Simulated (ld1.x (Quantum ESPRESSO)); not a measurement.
**carbon, TM: configuration errors across variants**

carbon, norm-conserving Troullier–Martins (Kleinman–Bylander form), made with ld1.x (Quantum ESPRESSO) 7.5 (LDA (PZ), non-relativistic). Core [He], reference 2s2 2p0 (charge +2). Waves: 2s (bound): rc 0.85 bohr; 2p (bound, empty): rc 2.55 bohr. Local part: all-electron potential smoothed inside 2.00 bohr (lloc = -2). Core correction: none.

All-electron excitation energies from the reference (eV): (1) 2s2 2p2 -35.254; (2) 2s2 2p1 -24.263; (3) 2s1 2p0 47.948; (4) 2s2 2p2.3 -36.454; (5) 2s1 2p2 -15.786; (6) 2s1 2p3 -27.028; (7) 2s0 2p4 -18.767; (8) 2s2 2p2 spin -36.383; (9) 2s2 2p1 spin -24.660.

Spin tests fill each open shell by Hund’s rule, majority spin first.

Errors AE − PS in meV (a dash: test not solved or not reliable):

```tsv
change	(1)	(2)	(3)	(4)	(5)	(6)	(7)	(8)	(9)	bound ghosts
base	+640	+287	+97	+691	+544	+909	+1198	+774	+327	none
wave 2s (bound): rc 0.85 bohr becomes 2s (bound): rc 0.56 bohr	+660	+295	+88	+714	+645	+1040	+1569	+808	+341	not determined
wave 2s (bound): rc 0.85 bohr becomes 2s (bound): rc 0.68 bohr	+654	+293	+92	+707	+582	+961	+1322	+795	+335	none
wave 2s (bound): rc 0.85 bohr becomes 2s (bound): rc 0.82 bohr	+641	+287	+97	+692	+547	+912	+1204	+775	+327	none
wave 2s (bound): rc 0.85 bohr becomes 2s (bound): rc 1.00 bohr	+634	+285	+99	+685	+537	+899	+1180	+767	+324	none
wave 2s (bound): rc 0.85 bohr becomes 2s (bound): rc 1.14 bohr	+637	+286	+97	+688	+540	+904	+1188	+770	+325	none
wave 2s (bound): rc 0.85 bohr becomes 2s (bound): rc 1.24 bohr	+642	+288	+94	+693	+546	+913	+1201	+776	+327	none
```

Problem. Give the same row for: wave 2s (bound): rc 0.85 bohr becomes 2s (bound): rc 0.94 bohr.

Solution. +635, +285, +98, +686, +539, +901, +1183, +768, +324; bound ghosts: none.
